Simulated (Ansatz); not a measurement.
Mulliken charges of CH4FGaO2, SMILES `O[CH2][Ga]([OH])[F]` from r2SCAN/def2-TZVPP in Ansatz (PBE0-D4/def2-TZVP geometry).

```json
{"atom": "O1", "x (Å)": "0.047", "y (Å)": "1.140", "z (Å)": "1.641", "charge (e)": "-0.342"}
{"atom": "C2", "x (Å)": "-0.208", "y (Å)": "-0.115", "z (Å)": "1.049", "charge (e)": "-0.056"}
{"atom": "Ga3", "x (Å)": "0.135", "y (Å)": "-0.038", "z (Å)": "-0.897", "charge (e)": "0.665"}
{"atom": "O4", "x (Å)": "0.579", "y (Å)": "-1.135", "z (Å)": "-2.216", "charge (e)": "-0.403"}
{"atom": "F5", "x (Å)": "-0.089", "y (Å)": "1.612", "z (Å)": "-1.478", "charge (e)": "-0.403"}
{"atom": "H6", "x (Å)": "-0.320", "y (Å)": "1.833", "z (Å)": "1.085", "charge (e)": "0.218"}
{"atom": "H7", "x (Å)": "-1.238", "y (Å)": "-0.455", "z (Å)": "1.225", "charge (e)": "0.067"}
{"atom": "H8", "x (Å)": "0.452", "y (Å)": "-0.843", "z (Å)": "1.525", "charge (e)": "0.067"}
{"atom": "H9", "x (Å)": "0.730", "y (Å)": "-2.044", "z (Å)": "-1.951", "charge (e)": "0.187"}
```

Task: By hand: the dipole of these point charges (1 e Å = 4.8032 D).

Result: Σ q r = (-0.098, -0.671, 0.328) e Å, of length 0.753 e Å = 3.62 D.

Task: How does the dipole of the full density compare? (An estimate is asked.)

Result: The calculation gave: (-0.120, -0.594, 0.303) e Å, 3.25 D; the point charges give 1.11 times that, at 3° from its direction.

Point charges leave out the atoms' own dipoles, such as those of lone pairs, and Mulliken's split depends on the basis, so the close match here is no proof of good charges.
